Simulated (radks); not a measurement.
Problem. Radial electron density D(r) = 4 pi r^2 rho(r) of an atom or ion with 17 electrons. Method: scalar-relativistic Kohn-Sham, BLYP, spin-polarised, spherical densities, finite nucleus; Fermi nuclear charge, rms radius of each element as measured or else 0.836 A^(1/3) + 0.57 fm; computed with a radial shooting solver on a logarithmic mesh with Libxc functionals.

| r (bohr) | D(r) (e/bohr) | spin D(r) |
|---|---|---|
| 0.003396 | 0.6139 | -0.00000211 |
| 0.00386 | 0.7772 | -0.00000238 |
| 0.004387 | 0.9816 | -0.00000251 |
| 0.004947 | 1.219 | -0.00000237 |
| 0.005622 | 1.531 | -0.00000169 |
| 0.00639 | 1.915 | 0 |
| 0.007205 | 2.355 | 0.00000320 |
| 0.008189 | 2.923 | 0.00000949 |
| 0.009307 | 3.610 | 0.0000208 |
| 0.01058 | 4.433 | 0.0000403 |
| 0.01193 | 5.341 | 0.0000707 |
| 0.01355 | 6.470 | 0.000124 |
| 0.01541 | 7.773 | 0.000211 |
| 0.01737 | 9.151 | 0.000341 |
| 0.01974 | 10.78 | 0.000559 |
| 0.02244 | 12.55 | 0.000904 |
| 0.0253 | 14.29 | 0.00140 |
| 0.02875 | 16.17 | 0.00221 |
| 0.03268 | 17.99 | 0.00345 |
| 0.03685 | 19.53 | 0.00518 |
| 0.04188 | 20.89 | 0.00789 |
| 0.0476 | 21.83 | 0.0119 |
| 0.05366 | 22.22 | 0.0171 |
| 0.06099 | 22.08 | 0.0250 |
| 0.06932 | 21.35 | 0.0357 |
| 0.07816 | 20.24 | 0.0490 |
| 0.08883 | 18.78 | 0.0673 |
| 0.101 | 17.33 | 0.0899 |
| 0.1138 | 16.29 | 0.115 |
| 0.1294 | 15.80 | 0.144 |
| 0.147 | 16.15 | 0.174 |
| 0.1671 | 17.34 | 0.201 |
| 0.1884 | 19.00 | 0.217 |
| 0.2142 | 20.91 | 0.221 |
| 0.2434 | 22.37 | 0.206 |
| 0.2744 | 22.82 | 0.173 |
| 0.3119 | 21.96 | 0.121 |
| 0.3545 | 19.68 | 0.0612 |
| 0.3997 | 16.54 | 0.0145 |
| 0.4543 | 12.75 | -0.00466 |
| 0.5163 | 9.259 | 0.0280 |
| 0.5822 | 6.828 | 0.117 |
| 0.6617 | 5.433 | 0.271 |
| 0.752 | 5.179 | 0.467 |
| 0.8479 | 5.589 | 0.655 |
| 0.9637 | 6.155 | 0.812 |
| 1.095 | 6.356 | 0.882 |
| 1.235 | 5.993 | 0.853 |
| 1.404 | 5.065 | 0.734 |
| 1.595 | 3.823 | 0.561 |
| 1.799 | 2.643 | 0.390 |
| 2.044 | 1.586 | 0.234 |
| 2.323 | 0.8393 | 0.122 |
| 2.641 | 0.3880 | 0.0553 |
| 2.977 | 0.1646 | 0.0226 |
| 3.384 | 0.05603 | 0.00730 |
| 3.846 | 0.01567 | 0.00189 |
| 4.336 | 0.003883 | 0.000427 |
| 4.928 | 0.0006935 | 0.0000662 |

What is the nuclear charge?

Solution. Z = 19. The innermost maximum, from 1s, lies near gamma/Z bohr with gamma = sqrt(1 - (Z/c)^2) = 0.990, here 0.0521 bohr (found: 0.0554), and its height grows with Z. The density is that of the potassium ion K2+ in [Ne] 3s2 3p5; the configuration itself is not fixed sharply by these data, and Z only to about a unit. D(r) has 3 maxima, at r = 0.0554, 0.272, 1.08 bohr, and minima at 0.131, 0.728 bohr, inside which lie 2.17, 10.37 electrons.
